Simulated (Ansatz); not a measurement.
Si(SiH3)4 (Si5H12). The state is a triplet with charge 0. Geometry PBE-D4/def2-SVP, that of the neutral singlet.

| atom | x (Å) | y (Å) | z (Å) |
| --- | --- | --- | --- |
| Si1 | 0.0001 | 0.0010 | -0.0019 |
| Si2 | 0.1043 | 2.2817 | 0.5552 |
| H3 | -0.8022 | 3.0789 | -0.3459 |
| H4 | 1.5125 | 2.7930 | 0.3988 |
| H5 | -0.3296 | 2.4890 | 1.9827 |
| Si6 | -2.2116 | -0.7596 | 0.2289 |
| H7 | -2.2957 | -2.2266 | -0.1022 |
| H8 | -3.1237 | -0.0014 | -0.6995 |
| H9 | -2.6848 | -0.5558 | 1.6443 |
| Si10 | 1.3990 | -1.2222 | 1.4370 |
| H11 | 2.8190 | -0.7328 | 1.3245 |
| H12 | 1.3620 | -2.6845 | 1.0781 |
| H13 | 0.9448 | -1.0635 | 2.8643 |
| Si14 | 0.7083 | -0.2994 | -2.2223 |
| H15 | -0.1652 | 0.4918 | -3.1604 |
| H16 | 0.6303 | -1.7551 | -2.6013 |
| H17 | 2.1324 | 0.1655 | -2.3805 |

At PBE0-D4/def2-TZVP a singlet of charge 0 lies 5.70 eV below the triplet at the same geometry.

(1) Estimate the α-spin orbital energies around the gap (eV) in Ansatz with PBE-D4/def2-TZVP, r2SCAN-D4/def2-TZVP, PBE0-D4/def2-TZVP.

## Answers

(1) 
```
orbital  PBE-D4/def2-TZVP  r2SCAN-D4/def2-TZVP  PBE0-D4/def2-TZVP
 HOMO−5             -8.56                -8.92              -9.89
 HOMO−4             -8.53                -8.89              -9.85
 HOMO−3             -7.73                -8.15              -9.00
 HOMO−2             -7.37                -7.68              -8.49
 HOMO−1             -7.22                -7.49              -8.31
   HOMO             -1.75                -1.83              -2.41
   LUMO             -1.54                -1.37              -0.76
 LUMO+1             -1.48                -1.35              -0.71
 LUMO+2             -1.47                -1.26              -0.67
 LUMO+3             -1.36                -1.17              -0.58
 LUMO+4             -1.18                -0.87              -0.39
 LUMO+5             -0.09                 0.42               0.74
 β HOMO             -6.99                -7.19              -7.93
 β LUMO             -6.75                -6.69              -6.08
```
